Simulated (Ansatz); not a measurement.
Gas-phase electronic energies from Ansatz, PBE0-D4/def2-TZVP geometries. CBS: MP2 limit from def2 TZ/QZ plus the TZ coupled-cluster correction, frozen cores. This one scheme is used for every species. DFT in def2-TZVPP. For Br outer-core shells are correlated without core-valence functions, which leaves a few kJ/mol of doubt a bond. Scalar relativity is left out up to krypton. Each species was taken in one conformer, which may not be the lowest.

`OC(F)(Cl)Br` + HCl → `OC(F)(Cl)Cl` + HBr  (substitution at a C–Br bond)

| level | ΔE (kcal/mol) |
| --- | --- |
| r2SCANh-D4 | -1.2 |
| BHLYP-D4 | -0.7 |

(1) What does CCSD(T)/CBS give? (An estimate is asked.)

(2) What do rigid-rotor, harmonic-oscillator terms from PBE0-D4/def2-TZVP frequencies (298.15 K, 1 bar) make of the CCSD(T)/CBS value? (Estimate.)

Largest T1 diagnostic among the species: 0.011.

Answers

(1) Ansatz gave: +0.1 kcal/mol. The listed levels differ from it by -1.3, -0.8 kcal/mol.

(2) Computed: ΔZPE = +0.1 kcal/mol, ΔH = 0.0 kcal/mol, ΔS = 0 J/(mol·K), ΔG = 0.0 kcal/mol.

In def2-TZVPP, CCSD(T) changes the Hartree–Fock value by +1.9 kcal/mol (the triples alone add +0.1 kcal/mol) and MP2 by +2.4 kcal/mol. At CCSD(T), def2-SVP lies −2.7 kcal/mol from the extrapolated value and def2-TZVPP +0.0 kcal/mol.
